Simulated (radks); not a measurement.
Task: K2+, configuration [Ne] 3s1.5 3p5 4p0.5 (fractional occupations, a model configuration). Calculated with a radial shooting solver on a logarithmic mesh with Libxc functionals: Dirac Kohn-Sham, PBEsol, spin-unpolarised, spherical densities, point nucleus; open shells fill j = l - 1/2 first. Some entries of the table are withheld. Estimate them.

orbital  occ.  eigenvalue (hartree)  <1/r> (bohr^-1)  <r> (bohr)
1s1/2       2             -130.3394            18.70     0.08112
2s1/2       2             -14.03313            3.805      0.3876
2p1/2       2             -11.42629            3.728         (1)
2p3/2       4             -11.31996            3.692         (2)
3s1/2     1.5              -2.22181            1.146       1.219
3p1/2       2                   (3)            1.033       1.321
3p3/2       3                   (4)            1.026       1.327
4p1/2     0.5              -0.43936           0.3426       3.850
4p3/2       0              -0.43781           0.3413       3.863

Result: 
(1) 2p1/2 <r> (bohr): 0.3487
(2) 2p3/2 <r> (bohr): 0.3512
(3) 3p1/2 eigenvalue (hartree): -1.59400
(4) 3p3/2 eigenvalue (hartree): -1.58249
